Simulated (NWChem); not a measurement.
System: C2H6O2Si; SMILES CC(=O)[SiH2]O

NWChem input:

```
start job
memory heap 200 mb stack 900 mb global 1100 mb
geometry units angstroms noautosym nocenter noautoz
  C      0.609041    -2.105534     0.000000
  C     -0.154388    -0.801495     0.000000
  O     -1.381531    -0.773464     0.000000
  Si     0.672129     0.955502     0.000000
  O     -0.653382     1.948771     0.000000
  H      1.262554    -2.155438    -0.881262
  H      1.262554    -2.155438     0.881262
  H     -0.079334    -2.955585     0.000000
  H      1.522547     1.126766    -1.208591
  H      1.522547     1.126766     1.208591
  H     -1.452769     1.386244     0.000000
end
basis spherical
  C library 6-31g*
  O library 6-31g*
  Si library 6-31g*
  H library 6-31g*
end
dft
  xc b3lyp
  iterations 150
end
cosmo
  do_cosmo_smd true
  solvent water
end
task dft energy
```

Structure relaxed at the B3LYP/6-31G* (spherical d) level. Solvent: water.

Level: B3LYP/6-31G* with SMD (1 M gas to 1 M solution), gas-phase geometry. Reactions with the solvent are ignored.

Task: What results follow from this input? (B3LYP/6-31G* (spherical d), SMD on the gas-phase geometry.) Quantities: solvation free energy (kcal/mol); cavity-dispersion-structure term (kcal/mol); dipole in solution (D).

Result: 
```
Quantity                                     Value
-------------------------------------------  -----
solvation free energy (kcal/mol)              -4.2
cavity-dispersion-structure term (kcal/mol)    4.0
dipole in solution (D)                        3.70
```
